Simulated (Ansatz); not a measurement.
Computed with Ansatz on PBE0-D4/def2-TZVP structures; ΔE is electronic, products minus reactants. CCSD(T)/CBS adds triple-zeta CCSD(T) − MP2 to the extrapolated MP2 energy (def2 sets, frozen cores). This one scheme is used for every species. Functionals use def2-TZVPP. B3LYP here is the variant with VWN-RPA as its local correlation; programs differ in this. def2 core potentials past Kr. For Y outer-core shells are correlated without core-valence functions, which leaves a few kJ/mol of doubt a bond. Each species was taken in one conformer, which may not be the lowest.

Consider the ligand exchange at a Y–F bond: `[OH][Y]([OH])[F]` + NH₃ → `[NH2][Y]([OH])[OH]` + H–F.

**Question.** Is it downhill or uphill in electronic energy at CCSD(T)/CBS, and by how much? (An estimate is asked.)

**Answer.** Computed: Uphill: ΔE = +131.1 kJ/mol.

**Question.** What do these levels give: r2SCAN-D4, B97M-V, B3LYP-D4, ωB97M-V, PBE0, r2SCAN0, BHLYP, CAM-B3LYP, MP2/def2-SVP, CCSD(T)/def2-SVP, MP2/def2-QZVPP, MP2/CBS(def2)? (Best estimate.)

**Answer.** The calculation gave: r2SCAN-D4 139.8, B97M-V 144.1, B3LYP-D4 138.8, ωB97M-V 137.2, PBE0 135.7, r2SCAN0 137.7, BHLYP 142.1, CAM-B3LYP 144.2, MP2/def2-SVP 144.8, CCSD(T)/def2-SVP 145.1, MP2/def2-QZVPP 129.2, MP2/CBS(def2) 130.0 kJ/mol.

**Question.** What do rigid-rotor, harmonic-oscillator terms from PBE0-D4/def2-TZVP frequencies (298.15 K, 1 bar) make of the CCSD(T)/CBS value? (An estimate is asked.)

**Answer.** The calculation gave: ΔZPE = -6.1 kJ/mol, ΔH = +126.0 kJ/mol, ΔS = -8 J/(mol·K), ΔG = +128.3 kJ/mol.

Largest T1 diagnostic among the species: 0.014.

At CCSD(T), def2-SVP lies +14.0 kJ/mol from the extrapolated value and def2-TZVPP −4.6 kJ/mol. In def2-TZVPP, CCSD(T) changes the Hartree–Fock value by −17.1 kJ/mol (the triples alone add −1.7 kJ/mol) and MP2 by −18.1 kJ/mol.
